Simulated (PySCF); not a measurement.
SMILES O=C(C)CC(Cl)Cl, C4H6Cl2O

Cartesian coordinates in Å; atom numbers follow the order of the lines, from 1:
```xyz
13

C    -1.900    0.489   -0.071
C    -0.772   -0.242   -0.738
O    -0.913   -1.242   -1.388
C     0.599    0.405   -0.535
C     1.678   -0.654   -0.408
Cl    1.328   -1.699    0.994
Cl    3.270    0.102   -0.172
H    -1.843    1.553   -0.284
H    -1.812    0.353    1.006
H    -2.856    0.092   -0.401
H     0.596    1.044    0.348
H     0.812    1.023   -1.411
H     1.730   -1.299   -1.286
```

Level of theory: GIAO BHandHLYP/pcSseg-1 magnetisability, rotational g tensor and spin-rotation constants, non-relativistic, gas phase (PySCF). Geometry: GFN2-xTB, dihedral held. The dihedral C2–C4–C5–Cl7 is held at 180°.

Problem. Give the nuclear spin-rotation constants along the inertial axes (H = +C I·J) beside the isotropic shieldings.

Solution. Rotational constants 2.8491, 1.0582, 0.9044 GHz. A star marks the isotopologue with that one atom substituted, in its own axes.
| atom | isotope | Caa (kHz) | Cbb (kHz) | Ccc (kHz) | mean (kHz) | σ (ppm) |
| --- | --- | --- | --- | --- | --- | --- |
| Cl6 | 35Cl | 0.907 | 0.133 | 0.339 | 0.460 | 686.5 |
| Cl7 | 35Cl | 0.403 | 0.263 | 0.365 | 0.344 | 700.2 |
| H8 | 1H | -0.335 | 0.013 | -0.081 | -0.134 | 29.7 |
| H9 | 1H | -0.308 | -0.069 | -0.020 | -0.132 | 29.7 |
| H10 | 1H | 0.056 | -0.118 | -0.091 | -0.051 | 29.8 |
| H11 | 1H | -0.315 | -0.129 | 0.046 | -0.132 | 28.8 |
| H12 | 1H | -0.300 | 0.028 | -0.101 | -0.125 | 29.2 |
| H13 | 1H | -0.264 | -0.109 | 0.059 | -0.104 | 25.8 |
| C1 | 13C* | 0.386 | 0.198 | 0.156 | 0.247 | 152.2 |
| C2 | 13C* | 1.605 | 0.295 | 0.412 | 0.771 | -23.9 |
| O3 | 17O* | -1.897 | -0.253 | -0.806 | -0.985 | -335.0 |
| C4 | 13C* | 0.473 | 0.227 | 0.206 | 0.302 | 128.2 |
| C5 | 13C* | 0.636 | 0.229 | 0.240 | 0.368 | 105.8 |

For the geometry as given, no vibrational averaging.
